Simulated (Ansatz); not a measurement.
Basis-set extrapolation for `CC[Si](CC)(CC)CC` (PBE0-D4/def2-TZVP geometry, frozen core, Ansatz). Multiplicity 1, RHF reference.

|  | def2-TZVPP | def2-QZVPP |
| --- | --- | --- |
| HF | -603.681013 | -603.704841 |
| MP2 correlation | -1.550260 | -1.646952 |
| CCSD(T) correlation | -1.721965 | not run |

Energies in hartree. Use E(X) = E(∞) + A·exp(−7.88·√X) for Hartree–Fock and E(X) = E(∞) + B·X^(−2.97) for correlation, with X = 3 and 4, and add CCSD(T) minus MP2 of the smaller set to the MP2 limit.

Question: What is the CCSD(T) energy at the basis-set limit?

Answer: HF limit: -603.704841 + (-0.023828) × 0.13774 = -603.70812. MP2 limit: -1.646952 + (-0.096692) × 0.74074 = -1.71858. Higher-order term: -1.721965 − (-1.550260) = -0.17170. Total: -605.59840 hartree, 513.1 kJ/mol below CCSD(T)/def2-TZVPP.
